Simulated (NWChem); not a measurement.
System: SiH4Se; SMILES [SiH3][SeH]

```xyz
6

Si     0.0125     1.5116     0.0000
Se     0.0333    -0.7739     0.0000
H     -0.6681     2.0587     1.2111
H      1.4509     1.9041     0.0074
H     -0.6554     2.0601    -1.2175
H     -1.4355    -0.8727    -0.0004
```
Atoms are numbered in this order, from 1.

Program: NWChem. Medium grid unless said otherwise, to which SCAN and Minnesota functionals are sensitive. Geometry: optimised at PBE0/def2-SVP. Total energies of different functionals are on different scales.

| level | energy (Ha) | highest occupied level (eV) | orbital gap (eV) | dipole (D) |
|---|---|---|---|---|
| B3LYP/def2-SVP | -2693.1351 | -6.70 | 6.74 | 0.89 |
| PBE/def2-SVP | -2692.5531 | -5.79 | 5.11 | 0.86 |
| SCAN/def2-SVP | -2693.2900 | -6.15 | 5.68 | 0.96 |
| M06-L/def2-SVP | -2692.9984 | -6.06 | 5.73 | 0.92 |
| LC-BLYP (range parameter 0.33 per bohr)/def2-SVP | -2692.5092 | ? | ? | ? |
| LDA (Slater exchange, PW92)/def2-SVP | -2688.4431 | -5.87 | 4.98 | 0.94 |
| TPSS/def2-SVP | -2693.0445 | -5.96 | 5.42 | 0.90 |
| PW6B95/def2-SVP | -2694.4247 | -7.02 | 7.29 | 0.91 |

Q: Some entries are withheld; supply them.

A: 
- LC-BLYP (range parameter 0.33 per bohr)/def2-SVP, highest occupied level (eV): -9.14
- LC-BLYP (range parameter 0.33 per bohr)/def2-SVP, orbital gap (eV): 11.38
- LC-BLYP (range parameter 0.33 per bohr)/def2-SVP, dipole (D): 1.01
